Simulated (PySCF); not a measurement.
An unknown shows these calculated signals:

¹H NMR (600 MHz, computed): δ 7.41 (br s, 1H), 6.58 (br s, 1H), 6.27 (m, 1H), 5.65 (m, 1H), 5.49 (m, 1H), 5.02 (s, 2H), 3.61 (d, 2H), -0.05 (br s, 2H).

¹³C{¹H} NMR (computed): δ 208.3 (C), 156.2 (C), 148.8 (CH2), 146.3 (CH), 124.9 (CH2), 52.0 (CH2).

PySCF calculation with geometry: GFN2-xTB and σ from GIAO-PBE0/pcSseg-1; gas phase, no relativistic terms, a single conformation, equivalent nuclei averaged.

Chemical shifts δ = σref − σ; TMS for ¹H (31.72 ppm), ¹³C (186.93 ppm), all at this level.

Task: Which of these does the molecule contain: a non-aromatic C=C double bond, a Si–H bond, a tert-butyl group, a vinyl group CH=CH2, a CH3CH2 unit, an ester?

Result: 
- A non-aromatic C=C double bond: yes.
- A Si–H bond: yes (δH 5.02 (s)).
- A tert-butyl group: no.
- A vinyl group CH=CH2: yes (δC 124.9, 146.3; δH 5.65 (m), 5.49 (m), 6.27 (m)).
- A CH3CH2 unit: no.
- An ester: no.

The data belong to `C=CCC(=O)C(=C)[SiH2]N`, C6H11NOSi; they needn't prove each group on their own.

Carbon signals by region: 1 in the far downfield region (above 160 ppm), 4 in the sp2 and nitrile region (100–160 ppm), 1 at 50–100 ppm. Above 160 ppm: 208.3, ketone carbonyl carbon.

Exchangeable OH/NH protons stand at their gas-phase positions; hydrogen bonding in a real sample shifts them, mostly to higher δ. Shifts are as computed. Against solution values, carbons near 30 ppm lie about +3 ppm off and those near 130 ppm about +5 ppm. Of 1309 compounds with measured shifts, 239 miss one by over three times the rms of a fit or turn the order of signals round; such compounds aren't used in these exercises. Multiplicities follow the n + 1 count of equivalent neighbours, as no J values were calculated; m marks all less simple cases, F and P coupling included.
